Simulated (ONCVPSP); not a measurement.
**Varying the ONCV potential for zinc (Zn)**

Base potential:

```json
{
 "Element": "Zn (Z = 30)",
 "Generator": "ONCVPSP 4.0.1",
 "Type": "optimised norm-conserving Vanderbilt (ONCV)",
 "Functional": "PBE",
 "Relativity": "scalar-relativistic",
 "Frozen core": "[Ne]",
 "Valence charge": "20",
 "Reference configuration": "3s2 3p6 3d10 4s1 (charge +1)",
 "Partial waves": "3s+4s: rc 1.25 bohr, ncon 4, nbas 8, qcut 8 1/bohr, 2 projectors; 3p: rc 0.95 bohr, ncon 4, nbas 8, qcut 13.3 1/bohr, 1 projector; 3d: rc 0.95 bohr, ncon 4, nbas 9, qcut 15.9 1/bohr, local",
 "Local potential": "the d channel",
 "Core correction": "Teter function, fcfact 3.75, rcfact 1.2"
}
```

Cutoffs, loose and tight: the cutoffs (Ha) at which the residual kinetic energy of the hardest occupied pseudo-wave falls to 1 and 0.1 mHa per electron. They do not see the model core or the augmentation charge, which bear on the density cutoff. Test errors are all-electron minus pseudo excitation energies from the reference, over the configurations 3s2 3p6 3d10 4s2; 3s2 3p6 3d10 4s0; 3s2 3p6 3d9 4s0; 3s2 3p6 3d9 4s2 4p1. A dash means not determined; rows that change the core or the reference have their own tests.

```csv
change,outcome,"cutoff, loose","cutoff, tight",bound ghosts,GHOST(+) flags above zero,largest test error (meV)
base,generated,103 Ha,114 Ha,none,s,-55
p: qcut 16.2,generated,103 Ha,114 Ha,none,s,-57
"s: ncon 5, nbas 9",generated,103 Ha,114 Ha,none,s,-56
p: nbas 7,generated,103 Ha,114 Ha,none,s,-55
core correction none,generated,103 Ha,114 Ha,none,s,-53
reference 3s2 3p6 3d10 4s2,generated,103 Ha,114 Ha,none,s,-60
"core correction Teter function, fcfact 3.75, rcfact 1.94",generated,103 Ha,114 Ha,none,s,-56
```

Problem. What comes out with this change to the base: d: rc 0.86?

Solution. outcome: generated; cutoff, loose: 111 Ha; cutoff, tight: 127 Ha; bound ghosts: none; GHOST(+) flags above zero: s; largest test error (meV): -26.

Problem. What comes out with this change to the base: d: nproj 1; local potential polynomial inside 0.80 bohr (lpopt 5, dvloc0 0 Ha)?

Solution. outcome: generated; cutoff, loose: 103 Ha; cutoff, tight: 114 Ha; bound ghosts: none; GHOST(+) flags above zero: none; largest test error (meV): +22.
